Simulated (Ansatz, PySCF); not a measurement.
Reaction (SMILES): CCC [propane] → [CH2]C + [CH3] (CH3) (the C-C bond at the site shown breaks; other sites are not compared here)
Structures are relaxed separately at B3LYP-D3(BJ)/def2-TZVP in Ansatz (an electronic-structure program).

Quantity: bond dissociation energy (0 K, with B3LYP-D3(BJ) harmonic zero-point energies from PySCF), in kJ/mol. Valence correlation only, unless marked. Open shells are spin-unrestricted. No spin-orbit coupling. No relativistic terms. CBS(X,Y): correlation extrapolated as X^-3; Hartree-Fock from the larger set. The bracket is a focal-point correction in the basis named.

```json
[
 {"level": "HF-D3(BJ)/def2-TZVPD", "program": "PySCF + dftd3", "bond dissociation energy (kJ/mol)": "[?]"},
 {"level": "PBE-D3(BJ)/def2-TZVPD", "program": "Ansatz + dftd3", "bond dissociation energy (kJ/mol)": "358.7"},
 {"level": "BLYP-D3(BJ)/def2-TZVPD", "program": "Ansatz + dftd3", "bond dissociation energy (kJ/mol)": "337.5"},
 {"level": "BLYP-D4/def2-TZVPD", "program": "Ansatz + dftd4", "bond dissociation energy (kJ/mol)": "338.3"},
 {"level": "PBE0/6-31G*", "program": "Ansatz", "bond dissociation energy (kJ/mol)": "365.9"},
 {"level": "PBE0-D3(BJ)/def2-TZVPD", "program": "Ansatz + dftd3", "bond dissociation energy (kJ/mol)": "353.7"},
 {"level": "TPSSh-D3(BJ)/def2-TZVPD", "program": "PySCF + dftd3", "bond dissociation energy (kJ/mol)": "[?]"},
 {"level": "HSE06-D4/def2-TZVPD", "program": "Ansatz + dftd4", "bond dissociation energy (kJ/mol)": "353.7"},
 {"level": "HSE06/def2-TZVPD", "program": "Ansatz", "bond dissociation energy (kJ/mol)": "349.0"},
 {"level": "CAM-B3LYP-D3(BJ)/def2-TZVPD", "program": "Ansatz + dftd3", "bond dissociation energy (kJ/mol)": "347.8"},
 {"level": "CAM-B3LYP-D4/def2-TZVPD", "program": "Ansatz + dftd4", "bond dissociation energy (kJ/mol)": "348.3"},
 {"level": "CCSD/aug-cc-pVDZ", "program": "Ansatz", "bond dissociation energy (kJ/mol)": "341.3"},
 {"level": "RI-MP2/CBS(cc-pVTZ,cc-pVQZ)+[CCSD(T)-MP2]/cc-pVTZ", "program": "Ansatz", "bond dissociation energy (kJ/mol)": "[?]"}
]
```

### Question
Complete the blanks.

### Answer

- HF-D3(BJ)/def2-TZVPD, bond dissociation energy (kJ/mol): 264.5
- TPSSh-D3(BJ)/def2-TZVPD, bond dissociation energy (kJ/mol): 334.7
- RI-MP2/CBS(cc-pVTZ,cc-pVQZ)+[CCSD(T)-MP2]/cc-pVTZ, bond dissociation energy (kJ/mol): 365.3
